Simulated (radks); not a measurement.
Species: Er L. Configuration: [Ar] 3d1. Method: scalar-relativistic Kohn-Sham, HCTH/407, spin-polarised, spherical densities, finite nucleus; open shells are filled with parallel spins first (spin-orbit coupling, left out, can overturn this in heavy ions); Fermi nuclear charge, rms radius 5.2516 fm; computed with a radial shooting solver on a logarithmic mesh with Libxc functionals.

Radial electron density D(r) = 4 pi r^2 rho(r):

r (bohr)  D(r) (e/bohr)   spin D(r)
0.001267          7.719   -0.000140
0.001406          9.073   -0.000164
0.001572          10.77   -0.000194
0.001745          12.61   -0.000227
0.001952          14.89   -0.000267
0.002165          17.32   -0.000309
0.002422          20.31   -0.000361
0.002688          23.46   -0.000416
0.003006          27.29   -0.000481
0.003362          31.57   -0.000553
0.003731          35.96   -0.000625
0.004173          41.11   -0.000708
0.00463           46.27   -0.000789
0.005179          52.15   -0.000877
0.005747          57.83   -0.000957
0.006428          64.03    -0.00104
0.007132          69.73    -0.00109
0.007978          75.58    -0.00113
0.008852          80.53    -0.00114
0.009901          85.09    -0.00108
0.01099           88.39   -0.000934
0.01229           90.72   -0.000632
0.01374           91.66  -0.0000808
0.01525           91.28    0.000796
0.01706           89.67     0.00239
0.01893           87.39     0.00487
0.02117           84.61     0.00934
0.02349           82.38      0.0162
0.02628           81.10      0.0284
0.02916           81.61      0.0469
0.03261           84.46      0.0789
0.03618           89.29       0.126
0.04047           96.35       0.204
0.04527           104.1       0.324
0.05023           110.5       0.488
0.05618           114.5       0.740
0.06234           114.1        1.06
0.06973           108.2        1.53
0.07737           98.02        2.07
0.08654           83.64        2.78
0.09603           69.67        3.53
0.1074            57.15        4.37
0.1192            50.12        5.09
0.1333            48.30        5.69
0.1479            50.75        5.99
0.1654            54.80        5.93
0.1851            56.62        5.44
0.2053            53.99        4.66
0.2297            46.10        3.61
0.2548            35.57        2.60
0.285             23.57        1.63
0.3163            14.07       0.945
0.3538            6.922       0.457
0.3925            3.070       0.202
0.4391            1.067      0.0715
0.4872           0.3321      0.0230
0.5449          0.07557     0.00555
0.6046          0.01520     0.00120
0.6763         0.002059    0.000177

D(r) has 3 maxima, at r = 0.0140, 0.0585, 0.184 bohr, and minima at 0.0269, 0.130 bohr, inside which lie 1.93, 10.55 electrons.
